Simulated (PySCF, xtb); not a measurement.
Zn(Cl)(SH) (ClHSZn), SMILES [SH][Zn][Cl]. Other conformers were not sampled.

Harmonic wavenumbers (cm⁻¹) from GFN2-xTB (xtb) at its own minimum, in rising order: 42, 110, 243, 317, 604, 2486.

Task: What does PySCF 2.14.0 with B3LYP-D3(BJ)/def2-TZVP give at its own minimum? (The exact figures need the calculation; the answer reports its results.)

Result: 97, 103, 332, 475, 669, 2660. Paired by order, the mean absolute difference is 91 cm⁻¹ and the zero-point energies are 5.4 and 6.2 kcal/mol.
